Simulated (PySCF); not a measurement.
F$_{3}$Sb, charge -1, doublet, at a GFN2-xTB geometry (a state made from the parent by changing its charge; the spin is typed, not shown lowest) (core potentials on Sb). Base run: R2SCAN/def2-SVP run with PySCF.

The PySCF input:
```python
from pyscf import gto, scf, dft

mol = gto.M(
    atom='''
Sb   -0.00000000    0.00000000   -0.00000000
F    -1.82197236   -1.35064072    0.02306782
F    -0.25882159    2.25321074   -0.01996208
F     2.08079395   -0.90257002   -0.00310574
''',
    basis='def2-svp',
    ecp={'Sb': 'def2-svp'},
    charge=-1,
    spin=1,
    verbose=3,
)

mf = dft.UKS(mol)
mf.xc = 'r2scan'
mf.kernel()
mf.analyze()
```

Variants of this job, named by their change:

| change | ΔE vs base (mEh) | outcome |
|---|---|---|
| base | 0.000 | converged |
| auxbasis = even-tempered beta=2.0 | -0.576 | converged |
| auxbasis = cc-pvtz-jkfit | - | stopped with an error |
| auxbasis = cc-pvtz-ri | - | stopped with an error |
| auxbasis = even-tempered beta=1.6 | -0.016 | converged |
| auxbasis = def2-universal-jfit | -0.189 | converged |
| auxbasis = cc-pvdz-jkfit | - | stopped with an error |
| auxbasis = even-tempered beta=3.0 | -72.837 | converged |
| auxbasis = cc-pvqz-jkfit | - | stopped with an error |
| auxbasis = def2-tzvp-ri | - | stopped with an error |

A fitting set is made for a task (jfit for Coulomb, jkfit for Coulomb and exchange, ri for correlation) and for a family of orbital bases.

Open shells are given as the SCF converged; they aren't shown to be the lowest states, and a large step between rows can be another state.

- auxbasis = cc-pvtz-jkfit: ended with `pyscf.lib.exceptions.BasisNotFoundError: Basis set not found for Sb in cc-pvtz-jkfit`
- auxbasis = cc-pvtz-ri: ended with `pyscf.lib.exceptions.BasisNotFoundError: Basis set not found for Sb in cc-pvtz-ri`
- auxbasis = cc-pvdz-jkfit: ended with `pyscf.lib.exceptions.BasisNotFoundError: Basis set not found for Sb in cc-pvdz-jkfit`
